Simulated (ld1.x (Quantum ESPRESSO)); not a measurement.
What one change does to a pseudopotential (caesium (Cs), TM semilocal)

* Element: Cs (Z = 55)
* Generator: ld1.x (Quantum ESPRESSO) 7.5
* Type: norm-conserving Troullier–Martins (semilocal form)
* Functional: LDA (PZ)
* Relativity: scalar-relativistic
* Frozen core: [Xe]
* Valence charge: 1
* Reference configuration: 5d0 6s0.5 6p0 (charge +0.5)
* Partial waves: 6s (bound): rc 4.00 bohr; 6p (bound, empty): rc 3.35 bohr; 5d (bound, empty): rc 3.65 bohr
* Local potential: the d channel
* Core correction: Bessel-smoothed model core inside 1.65 bohr

Change: reference 5d1 6s0 6p0.

Cutoffs: the cutoffs (Ry, on a coarse ladder) from which the occupation-weighted sum of valence levels, in a spherical-Bessel basis at the reference potential, stays within 10 and 1 mRy of its value at 400 Ry; they do not see the model core or the augmentation charge, which bear on the density cutoff. Errors are all-electron minus pseudo energies relative to the spin-unpolarised reference configuration.

What does the change do?

Both files are very soft, the changed one slightly harder (loose and tight cutoff 6 and 6 Ry → 6 and 8 Ry on this coarse ladder); the bound ghost in p disappears; the number of tests that count goes from 6 to 5. A semilocal file is local in each channel, so a ghost entry of none says nothing of the separable form that plane-wave codes build from it.

| quantity | base | changed |
| --- | --- | --- |
| cutoff, loose | 6 Ry | 6 Ry |
| cutoff, tight | 6 Ry | 8 Ry |
| bound ghosts | p | none |
| tests counted (converged, no solver errors) | 6 of 6 | 5 of 6 |
| s: phases at 4.37 bohr within 0.05 rad from the reference energy up to (Ry; the scan ends near 5) | 0.7 | 0.8 |
| p: phases at 4.37 bohr within 0.05 rad from the reference energy up to (Ry; the scan ends near 5) | -0.1 | -0.1 |
| d: phases at 4.37 bohr within 0.05 rad from the reference energy up to (Ry; the scan ends near 5) | 3.7 | 3.8 |

Changed file: Tests not counted: 5d0 6s0 6p1 (solver errors, printed error -115 meV). A true bound ghost makes a file unfit for plane-wave use even where its test errors are small: the radial tests pick states by their node count and pass the ghost by.
